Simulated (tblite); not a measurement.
C₅H₉F₃OSi.
Atom-mapped SMILES: `[CH3:1][CH2:2][O:3][C@@H:4]1[SiH2:5][C@@:6]1([F:7])[CH:8]([F:9])[F:10]` (hydrogens: H11, H12, H13 on C1; H14, H15 on C2; H16 on C4; H17, H18 on Si5; H19 on C8)

Structure optimised with GFN2-xTB, isolated species.

Question: What internal coordinates does the optimisation give?

Answer: 
```
                  bond  length (Å)
                 C1–C2       1.519
                 C2–O3       1.421
                 O3–C4       1.387
                C4–Si5       1.899
                Si5–C6       1.909
                 C6–F7       1.380
                 C6–C8       1.506
                 C8–F9       1.361
                C8–F10       1.355
                 C4–C6       1.553
C1–H11, C1–H12, C1–H13       1.086
                C2–H14       1.102
                C2–H15       1.098
                C4–H16       1.092
               Si5–H17       1.445
               Si5–H18       1.448
                C8–H19       1.102
```

Bonds in one row agree within 0.01 Å and their mean is given. A selection of angles:
```
    angle  degrees
 C1–C2–O3    108.1
 C2–O3–C4    114.2
O3–C4–Si5    115.7
 O3–C4–C6    116.6
Si5–C4–C6     66.3
C4–Si5–C6     48.1
Si5–C6–F7    119.6
Si5–C6–C8    123.8
 F7–C6–C8    109.0
C4–C6–Si5     65.6
 C4–C6–F7    114.6
 C4–C6–C8    118.0
 C6–C8–F9    111.4
C6–C8–F10    111.0
F9–C8–F10    105.2
```

Dihedral angles: C1–C2–O3–C4 180° (antiperiplanar); C2–O3–C4–Si5 155° (antiperiplanar); O3–C4–Si5–C6 -109° (anticlinal); C4–Si5–C6–F7 106° (anticlinal); Si5–C6–C8–F9 -63° (synclinal); O3–C4–C6–Si5 108° (anticlinal).

The C–C distances run from 1.506 Å (C6–C8, drawn single) to 1.553 Å (C4–C6, drawn single), a spread of 0.047 Å. The 3 C–F bonds span 1.355 Å (C8–F10, drawn single) to 1.380 Å (C6–F7, drawn single), a spread of 0.025 Å. O3 (ether oxygen) is bent (angle 114.2°). The 2 C–O bonds span 1.387 Å (O3–C4, drawn single) to 1.421 Å (C2–O3, drawn single), a spread of 0.034 Å. Si5 (SiH2 silicon) has angles from 48.1° to 124.5°. The 3-membered ring C4–Si5–C6 has internal angles of 48.1° to 66.3°. Of the pairs four or more bonds apart, F10···H16 is among the closest relative to their van der Waals radii: 2.37 Å, 89 % of the sum of Bondi's values.

Point group: C1 (no symmetry element, even within 0.4 Å). Its GFN2-xTB frequencies are all real (lowest 18 cm⁻¹). One conformer, not necessarily the lowest.

The numbers are calculated, not measured.
